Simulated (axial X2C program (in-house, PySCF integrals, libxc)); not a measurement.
Nuclear properties of MoS⁻

Calculated with an axial X2C code built on PySCF integrals: two-component X2C with atomic mean-field Coulomb and Gaunt terms, Gaussian nuclei, basis Mo dyall-acv3z, S dyall-av3z with contracted cores.

R = 2.212 Å (near the PBE0 minimum at charge -1 of the determinant lowest at the starting distance; the state shown can have its own minimum elsewhere).

Determinant lowest in the PBE0 search, Ω = 5/2 (⟨Sz⟩ = 2.50, ⟨Lz⟩ = 0.00 at PBE0), spin on the atoms Mo 2.49, S 0.00:

```csv
level,Eeff magnitude (GV/cm),Ws magnitude Mo (kHz),A∥/gI Mo (MHz),qzz Mo (a.u.),A∥/gI S (MHz),qzz S (a.u.)
PBE0,1.41,0.357,395,0.39,-11.1,0.35
HF,2.29,0.533,224,0.46,-28.2,0.11
PBE50,1.63,0.403,360,0.40,-13.5,0.34
B3LYP,1.54,0.382,424,0.33,-8.96,0.31
PBE,1.17,0.304,433,0.31,-10.1,0.35
```

Eeff is the effective electric field on the electron electric dipole moment in this Ω state and Ws the scalar–pseudoscalar constant of the nucleus named (defined with the proton number Z and per Ω); A∥ (defined per Ω) follows by multiplying with gI = μI/(I μN); qzz is the electric field gradient, eQq0 = 234.96 MHz × Q/barn × qzz. The operators were transformed with the bare-nucleus X2C matrices; with these basis sets, hyperfine constants and field gradients can be off by tens of per cent, and where levels differ in sign neither size nor sign is settled.

With gI(95Mo) = -0.3657, Q(95Mo) = -0.022 barn (g factors from the IAEA table of nuclear moments by Stone; Q from Pyykkö, Mol. Phys. 2018), turn the PBE0 values of the first state into constants in MHz.

A∥(95Mo) = 395 × -0.3657 = -144 MHz; eQq0(95Mo) = 234.96 × (-0.022) × (0.39) = -2.02 MHz.

Each state is one determinant with collinear spin, which with several unpaired electrons need not be a pure state. Unrestricted Hartree–Fock can overshoot spin polarisation at the nuclei. For an anion, determinants above electron detachment, or with a positive highest level, are held by the basis set. This is the top spin component of a Σ state; components of lower Ω are not single determinants and can lie lower. With several open shells hyperfine constants can be off by a factor of several. The search compared states at one distance, so a state with another bond length can lie lower. Further determinants of the search, some of them spin-mixed, are not shown. Where a field gradient or hyperfine factor spreads by more than a factor of two over the levels, a constant derived from it is not to be relied on.
